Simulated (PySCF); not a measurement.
Isomers of C4H8OSi2, one conformer each; single-point electronic energies without zero-point terms and without any empirical dispersion term.

Level: PBE0/pcSseg-1 in PySCF, non-relativistic, each on one gas-phase PBE0-D3(BJ)/def2-SVP geometry that isn't relaxed in the solvent. The solvent is an IEF-PCM continuum (van der Waals radii × 1.2). The model holds no explicit solvent molecules, cavitation or dispersion.

| isomer | relative energy, gas (kJ/mol) | dipole (D) |
| --- | --- | --- |
| `[SiH3]O[SiH]1C=CC=C1` | 0.0 | 1.21 |
| `O[SiH]1C=C[SiH2]C=C1` | 57.1 | 1.49 |
| `[SiH2]1C[C@@H](C#C)[SiH2]O1` | 69.8 | 1.06 |
| `[SiH3][SiH2]C1=CC=CO1` | 168.1 | 1.07 |

**Question.** How do the relative energies look in chloroform (ε = 4.711)?

**Answer.** 
```csv
isomer,"relative energy, solvent (kJ/mol)",E(solvent) − E(gas) (kJ/mol),dipole in solvent (D)
`[SiH3]O[SiH]1C=CC=C1`,0.0,-6.5,1.47
`O[SiH]1C=C[SiH2]C=C1`,48.8,-14.8,1.78
`[SiH2]1C[C@@H](C#C)[SiH2]O1`,63.0,-13.3,1.26
`[SiH3][SiH2]C1=CC=CO1`,167.0,-7.6,1.23
```

The order is unchanged. Conformers: `[SiH3:1][O:2][SiH:3]1[CH:4]=[CH:5][CH:6]=[CH:7]1` with Si1–O2–Si3–C4 -59°; `[OH:1][SiH:2]1[CH:3]=[CH:4][SiH2:5][CH:6]=[CH:7]1` with H–O1–Si2–C3 62°; `[CH:1]#[C:2][C@@H:3]1[CH2:4][SiH2:5][O:6][SiH2:7]1` with C2–C3–C4–Si5 -161°, C3–C4–Si5–O6 28°, C4–Si5–O6–Si7 -8°, Si5–O6–Si7–C3 -11°; `[SiH3:1][SiH2:2][c:3]1[cH:4][cH:5][cH:6][o:7]1` with Si1–Si2–C3–C4 -118°. `O[SiH]1C=C[SiH2]C=C1` gains most from the continuum, and it has the largest gas-phase dipole. The gains span 8.3 kJ/mol, the gas-phase energies 168.1 kJ/mol.
